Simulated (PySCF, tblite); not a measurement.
Isomers of C6H10ClN3, one GFN2-xTB conformer each. Single-point energies are computed at PBE0/pcSseg-1 (PySCF, gas phase, no added dispersion term), electronic only.

| SMILES | GFN2-xTB relative energy (kcal/mol) |
| --- | --- |
| Cc1nn(C(C)C)nc1Cl | 7.4 |
| CC[C@H](C)n1cnnc1Cl | 5.0 |
| CC(C)(C)n1ncc(Cl)n1 | 9.5 |
| CC(C)(C)n1cc(Cl)nn1 | 15.2 |
| Cc1nnc(Cl)n1C(C)C | 0.0 |

Conformers: `[CH3:1][c:2]1[n:3][n:4]([CH:5]([CH3:6])[CH3:7])[n:8][c:9]1[Cl:10]` with N3–N4–C5–C6 -119°; `[CH3:1][CH2:2][C@H:3]([CH3:4])[n:5]1[cH:6][n:7][n:8][c:9]1[Cl:10]` with C1–C2–C3–C4 -176°, C2–C3–N5–C6 62°; `[CH3:1][c:2]1[n:3][n:4][c:5]([Cl:6])[n:7]1[CH:8]([CH3:9])[CH3:10]` with C5–N7–C8–C9 62°.

**Question.** What does PBE0/pcSseg-1 give for the same structures?

**Answer.** 
```json
{"SMILES": "Cc1nnc(Cl)n1C(C)C", "PBE0/pcSseg-1 E (Eh)": "-858.41711", "PBE0/pcSseg-1 (kcal/mol)": "0.0", "GFN2-xTB (kcal/mol)": "0.0", "point group": "Cs"}
{"SMILES": "Cc1nn(C(C)C)nc1Cl", "PBE0/pcSseg-1 E (Eh)": "-858.41512", "PBE0/pcSseg-1 (kcal/mol)": "1.2", "GFN2-xTB (kcal/mol)": "7.4", "point group": "Cs"}
{"SMILES": "CC[C@H](C)n1cnnc1Cl", "PBE0/pcSseg-1 E (Eh)": "-858.40996", "PBE0/pcSseg-1 (kcal/mol)": "4.5", "GFN2-xTB (kcal/mol)": "5.0", "point group": "C1"}
{"SMILES": "CC(C)(C)n1ncc(Cl)n1", "PBE0/pcSseg-1 E (Eh)": "-858.40844", "PBE0/pcSseg-1 (kcal/mol)": "5.4", "GFN2-xTB (kcal/mol)": "9.5", "point group": "C1"}
{"SMILES": "CC(C)(C)n1cc(Cl)nn1", "PBE0/pcSseg-1 E (Eh)": "-858.39885", "PBE0/pcSseg-1 (kcal/mol)": "11.5", "GFN2-xTB (kcal/mol)": "15.2", "point group": "Cs"}
```

Both levels put the same isomer lowest; measured from each level's own lowest isomer, the values differ by up to 6.2 kcal/mol (Cc1nn(C(C)C)nc1Cl: 7.4 against 1.2). Neighbours under 2.5 kcal/mol apart (Cc1nnc(Cl)n1C(C)C and Cc1nn(C(C)C)nc1Cl; CC[C@H](C)n1cnnc1Cl and CC(C)(C)n1ncc(Cl)n1) can change places with a better method, another conformer or zero-point energy.

**Question.** Which frontier levels, dipoles and rotational constants go with these structures?

**Answer.** 
| SMILES | HOMO (eV, PBE0/pcSseg-1) | LUMO (eV) | dipole (D) | A, B, C (MHz) |
| --- | --- | --- | --- | --- |
| Cc1nnc(Cl)n1C(C)C | -7.13 | 0.28 | 6.32 | 1449, 1150, 747.3 |
| Cc1nn(C(C)C)nc1Cl | -7.10 | -0.06 | 1.72 | 2014, 723.4, 603.2 |
| CC[C@H](C)n1cnnc1Cl | -7.44 | 0.15 | 6.30 | 1395, 978.5, 813.3 |
| CC(C)(C)n1ncc(Cl)n1 | -7.37 | -0.19 | 2.06 | 2649, 666.1, 602.4 |
| CC(C)(C)n1cc(Cl)nn1 | -7.19 | -0.20 | 5.45 | 2839, 623.8, 576.0 |

**Question.** What happens when harmonic zero-point energies from GFN2-xTB frequencies are added?

**Answer.** 
```json
{"SMILES": "Cc1nnc(Cl)n1C(C)C", "ZPE (kcal/mol)": "99.9", "electronic (kcal/mol)": "0.0", "with ZPE (kcal/mol)": "0.0"}
{"SMILES": "Cc1nn(C(C)C)nc1Cl", "ZPE (kcal/mol)": "99.7", "electronic (kcal/mol)": "1.2", "with ZPE (kcal/mol)": "1.0"}
{"SMILES": "CC[C@H](C)n1cnnc1Cl", "ZPE (kcal/mol)": "100.3", "electronic (kcal/mol)": "4.5", "with ZPE (kcal/mol)": "4.9"}
{"SMILES": "CC(C)(C)n1ncc(Cl)n1", "ZPE (kcal/mol)": "99.9", "electronic (kcal/mol)": "5.4", "with ZPE (kcal/mol)": "5.5"}
{"SMILES": "CC(C)(C)n1cc(Cl)nn1", "ZPE (kcal/mol)": "99.8", "electronic (kcal/mol)": "11.5", "with ZPE (kcal/mol)": "11.4"}
```

The zero-point energies span 0.6 kcal/mol. The order is unchanged.

**Question.** As an exercise, what shares would exp(−E/RT) give at 500 K from these electronic energies alone (no entropy, no degeneracies)?

**Answer.** RT = 0.994 kcal/mol: Cc1nnc(Cl)n1C(C)C 76.9 %, Cc1nn(C(C)C)nc1Cl 21.9 %, CC[C@H](C)n1cnnc1Cl 0.8 %, CC(C)(C)n1ncc(Cl)n1 0.3 %, CC(C)(C)n1cc(Cl)nn1 under 0.1 %.
